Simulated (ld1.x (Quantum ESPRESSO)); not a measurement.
## Mo (Z = 42), TM: configuration errors across variants

Mo, norm-conserving Troullier–Martins (Kleinman–Bylander form), made with ld1.x (Quantum ESPRESSO) 7.5 (PBEsol, scalar-relativistic). Core [Ar] 3d10 4s2, reference 4p6 4d6 5s0 5p0. Waves: 5s (bound, empty): rc 2.80 bohr; 4p (bound): rc 1.65 bohr; 4d (bound): rc 2.60 bohr. Local part: the d channel. Core correction: none.

All-electron excitation energies from the reference (eV): (1) 4p6 4d5 5s1 5p0 -0.774; (2) 4p6 4d5 5s0 5p0 6.131; (3) 4p6 4d4 5s0 5p0 21.586; (4) 4p6 4d5 5s0.5 5p0 1.968; (5) 4p6 4d4 5s1 5p0 7.310; (6) 4p6 4d4 5s1 5p1 2.988; (7) 4p6 4d4 5s2 5p0 -0.596.

5 further variants failed, have other tests or another functional or relativity, and are left out.

A true bound ghost makes a file unfit for plane-wave use even where its test errors are small: the radial tests pick states by their node count and pass the ghost by.

Errors AE − PS in meV (a dash: test not solved or not reliable):

| change | (1) | (2) | (3) | (4) | (5) | (6) | (7) | bound ghosts |
| --- | --- | --- | --- | --- | --- | --- | --- | --- |
| base | -13 | -6.9 | -30 | -8.0 | -41 | -69 | -67 | s |
| all radii scaled by about 0.74 (s 2.08, p 1.22, d 1.94 bohr) | -3.7 | +0.3 | -2.5 | -1.1 | -12 | -21 | -26 | s |
| wave 4p (bound): rc 1.65 bohr becomes 4p (bound): rc 2.14 bohr | -13 | -7.0 | -30 | -7.9 | -40 | -47 | -65 | s |
| core correction a·sin(br)/r model core inside 1.54 bohr | -15 | -8.3 | -43 | -9.1 | -49 | -79 | -76 | s |
| wave 4d (bound): rc 2.60 bohr becomes 4d (bound): rc 3.68 bohr | +27 | -40 | -21 | -2.2 | +82 | +760 | +164 | s |
| local potential the p channel | -9.7 | +0.1 | +6.9 | -3.4 | -24 | +46 | -56 | s |
| wave 5s (bound): rc 2.80 bohr becomes 5s (bound): rc 3.70 bohr | +6.3 | -6.9 | -30 | +2.7 | +31 | -8.4 | +36 | s |

**Question.** Give the same row for: wave 5s (bound): rc 2.80 bohr becomes 5s (bound): rc 4.10 bohr.

**Answer.** +22, -6.9, -30, +13, +96, +44, +119; bound ghosts: s.
